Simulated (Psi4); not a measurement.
Psi4 input (wB97X-D/6-311+G**):

```
memory 1500 MB

molecule {
-1 1
O    -0.25914300    1.46760200    0.78718500
B    -0.29311300    0.21686700    0.14712800
O    -1.62528800   -0.27432000    0.05520400
P     1.14375900   -0.75926900   -0.52931800
H    -1.16423000    1.70727700    1.02004300
H    -1.60864300   -1.12762500   -0.38628400
H     2.15751300    0.17878100   -0.16875200
symmetry c1
no_reorient
no_com
}

set {
  basis 6-311+G**
  reference rks
  scf_type df
  df_basis_scf def2-universal-jkfit
  dft_radial_points 99
  dft_spherical_points 590
  e_convergence 1e-8
  d_convergence 1e-7
  maxiter 150
}

e = energy('wb97x-d')
print_out(f'\nFINAL {e:.10f} DIPOLE {variable("CURRENT DIPOLE")[0]:.6f} {variable("CURRENT DIPOLE")[1]:.6f} {variable("CURRENT DIPOLE")[2]:.6f}\n')
```

From the output:

```
      33A      0.388120    34A      0.392308    35A      0.405490
      36A      0.406103    37A      0.441364    38A      0.444474
      39A      0.459960    40A      0.478631    41A      0.499443
      42A      0.510626    43A      0.567522    44A      0.580562
      45A      0.599353    46A      0.660761    47A      0.665288
      48A      0.692822    49A      0.718260    50A      0.738051
      51A      0.777710    52A      0.834087    53A      0.905091
      54A      0.944058    55A      0.949512    56A      0.963262
      57A      1.118806    58A      1.154596    59A      1.190658
      60A      1.197482    61A      1.235824    62A      1.243181
      63A      1.288264    64A      1.324455    65A      1.336250
      66A      1.368740    67A      1.381326    68A      1.486625
      69A      1.600932    70A      1.652394    71A      1.659367
      72A      1.665893    73A      1.683534    74A      1.750797
      75A      1.765052    76A      1.838404    77A      1.901137
      78A      1.935192    79A      2.000851    80A      2.071158
      81A      2.105143    82A      2.146244    83A      2.299045
      84A      2.332746    85A      2.384769    86A      2.656182
      87A      2.669330    88A      2.779955    89A      2.834281
      90A      2.920765    91A      3.271395    92A      3.292747
      93A      3.389790    94A      3.403112    95A      3.413247
      96A      3.684800    97A      3.697237    98A      3.843410
      99A      4.085222   100A      4.144076   101A      5.229273
     102A      5.256095   103A      5.390763   104A      5.618759
     105A      5.793731   106A      5.831385   107A      7.344293
     108A     14.241149   109A     14.309298   110A     14.364717
     111A     14.831307   112A     50.160434   113A     50.195429
     114A    163.562635

    Final Occupation by Irrep:
              A
    DOCC [    20 ]
    NA   [    20 ]
    NB   [    20 ]

  @DF-RKS Final Energy:  -518.59422127000130

   => Energetics <=

    Nuclear Repulsion Energy =            138.8118924719103973
    One-Electron Energy =                -999.1104708422598151
    Two-Electron Energy =                 374.3201055374169073
    DFT Exchange-Correlation Energy =     -32.6144519203496515
    Empirical Dispersion Energy =          -0.0012965167191339
    VV10 Nonlocal Energy =                  0.0000000000000000
    Total Energy =                       -518.5942212700012988

Computation Completed

Properties will be evaluated at   0.000000,   0.000000,   0.000000 [a0]

Properties computed using the SCF density matrix

 Multipole Moments:

 ------------------------------------------------------------------------------------
     Multipole            Electronic (a.u.)      Nuclear  (a.u.)        Total (a.u.)
 ------------------------------------------------------------------------------------

 L = 1.  Multiply by 2.5417464519 to convert [e a0] to [Debye]
 Dipole X            :         -1.6387110            0.0000227           -1.6386884
 Dipole Y            :          0.6253526           -0.0000208            0.6253319
 Dipole Z            :          0.5201911           -0.0000208            0.5201703
 Magnitude           :                                                    1.8294580

 ------------------------------------------------------------------------------------

FINAL -518.5942212700 DIPOLE -1.638688 0.625332 0.520170

*** Psi4 exiting successfully. Buy a developer a beer!
```

The dipole moment of an ion depends on the origin.

The geometry given is a B3LYP-D3(BJ)/def2-TZVP minimum.
